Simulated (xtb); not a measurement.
Mo(NH)2(OH)(Me) (CH6MoN2O), SMILES [NH]=[Mo]([OH])(=[NH])[CH3], multiplicity 1. All values are semi-empirical tight-binding results from xtb (GFN2-xTB unless named), good for trends rather than for accurate numbers. The structure is a stationary point at GFN2-xTB. The spin state was assumed, not searched. The structure was generated by enumeration; whether it is a known compound was not checked. Other conformers were not sampled.

Optimised geometry:

Bond lengths (Å): Mo1–N2 1.736, Mo1–N4 1.736, Mo1–O6 1.778, Mo1–C8 2.165, N2–H3 1.015, N4–H5 1.015, O6–H7 0.961, C8–H9 1.095, C8–H10 1.099, C8–H11 1.100. Bond angles (°): N2–Mo1–N4 112.0, N2–Mo1–O6 119.2, N2–Mo1–C8 99.6, N4–Mo1–O6 119.4, N4–Mo1–C8 99.3, O6–Mo1–C8 101.9, Mo1–N2–H3 171.8, Mo1–N4–H5 172.1, Mo1–O6–H7 173.4, Mo1–C8–H9 115.1, Mo1–C8–H10 110.1, Mo1–C8–H11 109.9, H9–C8–H10 107.0, H9–C8–H11 107.0, H10–C8–H11 107.6.

For metal compounds this method's bond lengths and energies can be far off.

Computed properties:
| Property | Result |
|---|---|
| point group as xtb finds it | Cs |
| orbital gap | 2.73 eV |
| zero-point energy | 45.6 kcal/mol |
| G − E(el) at 298.15 K (modified RRHO) | 25.2 kcal/mol |

Computed atomic charges and the Wiberg bond orders between heavy atoms:
charges (e) Mo1 0.72, N2 -0.47, H3 0.18, N4 -0.47, H5 0.18, O6 -0.46, H7 0.31, C8 -0.19, H9 0.08, H10 0.07, H11 0.07. Bond orders Mo1–N2 2.19, Mo1–N4 2.19, Mo1–O6 1.26, Mo1–C8 1.07.
